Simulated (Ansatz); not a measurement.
Species: C2H5N, SMILES `CC=N` (charge 0, multiplicity 1).

Problem. Give a relaxed geometry from PBE0-D3(BJ)/def2-TZVP (Ansatz, a first-principles code).

Solution. the end point of this relaxation (outside a Z-matrix the atoms follow the SMILES, hydrogens last).
Bonds (Å): C1–C2 1.488, C1–H4 1.090, C1–H5 1.094, C1–H6 1.094, C2–N3 1.264, C2–H7 1.099, N3–H8 1.019. Bond angles (°): C2–C1–H4 110.3, C2–C1–H5 110.3, C2–C1–H6 110.3, H4–C1–H5 109.6, H4–C1–H6 109.6, H5–C1–H6 106.7, C1–C2–N3 121.8, C1–C2–H7 115.6, N3–C2–H7 122.6, C2–N3–H8 110.9.
